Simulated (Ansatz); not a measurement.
`C[SiH2]C[SiH2]Cl`. Total charge 0; spin multiplicity 1.

```xyz
14

C     0.293   -0.751    2.312
Si    0.788   -0.133    0.620
C    -0.712    0.093   -0.489
Si   -0.327    0.711   -2.194
Cl   -2.061    0.907   -3.296
H     1.171   -0.880    2.951
H    -0.218   -1.714    2.240
H    -0.381   -0.045    2.802
H     1.723   -1.099   -0.023
H     1.501    1.170    0.740
H    -1.402    0.798   -0.012
H    -1.235   -0.865   -0.576
H     0.546   -0.239   -2.925
H     0.313    2.048   -2.150
```

Give the diagnostics of a CCSD(T)/def2-TZVPP run (frozen core, the Gaussian-basis code of Ansatz). (An estimate is asked.)

Ansatz gave: T1 = 0.0097, largest single amplitude 0.013, largest double 0.018, (T) share of the correlation energy 3.7 %, 8 CCSD cycles. The RHF solution is stable towards an unrestricted one. T1 lies under the customary mark of 0.02 for closed shells.
